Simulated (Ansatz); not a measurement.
Energy needed to pull apart C2H2Se (SMILES C=C=[Se]), closed shell, into free ground-state atoms, from the structure below (displaced at random from a GFN2-xTB minimum); no zero-point or spin–orbit terms; open-shell atoms are treated unrestricted, in their ground-state multiplicity.

```xyz
5
angstrom
C 0.4406 -0.4042 -0.1767
C -0.4792 0.4576 0.2209
Se -1.6471 1.6009 0.6632
H 1.3408 -0.1618 -0.7610
H 0.3456 -1.4805 0.1574
```

Computed with Ansatz 0.2.0 (basis: def2-TZVPP); correlated methods freeze the cores. Filled d shells of the heavier atoms are correlated. The def2 sets are not built for correlating such inner shells, so the correlated values are less sure here. B3LYP uses VWN-RPA correlation.

```csv
method,atomization energy (kJ/mol)
PBE-D4,2008
r2SCAN-D4,1936
PBE0-D4,1934
B3LYP-D4,1919
wB97X-V,1897
wB97M-V,?
HF,?
MP2,1908
CCSD,1801
CCSD(T),1855
```

**Question.** What does wB97M-V give? (Judge from chemistry; the value comes from the calculation.)

**Answer.** Computed: 1901 kJ/mol, which is about 45 kJ/mol more than CCSD(T)/def2-TZVPP.

**Question.** What does HF give? (To be estimated.)

**Answer.** By the calculation: 1288 kJ/mol, which is about 567 kJ/mol less than CCSD(T)/def2-TZVPP.

In triple zeta the MP2 and coupled-cluster atomization energies are still short of their basis limit by a few kcal/mol a bond, whereas those of the functionals are nearly converged, so these differences are not deviations from converged CCSD(T).

No T1 diagnostic of these runs exceeds 0.017. The restricted Hartree–Fock reference is unstable towards an unrestricted one here.

For scale, one of the runs: CCSD(T)/def2-TZVPP forces, 138 basis functions (an equivalent command: `ansatz run in.yaml --threads 4`). The run took 47 s on 4 CPU threads (shared host), with 1.3 GiB of host memory at its peak.
